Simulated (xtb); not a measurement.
Cd(I)(SiH3) (CdH3ISi), SMILES [SiH3][Cd][I]. All values are semi-empirical tight-binding results from xtb (GFN2-xTB unless named), good for trends rather than for accurate numbers. The structure is a stationary point at GFN2-xTB.

For metal compounds this method's bond lengths and energies can be far off.

```
Property                                      Result
-------------------------------------  -------------
orbital gap                                  3.56 eV
zero-point energy                      14.4 kcal/mol
G − E(el) at 298.15 K (modified RRHO)  -6.8 kcal/mol
```
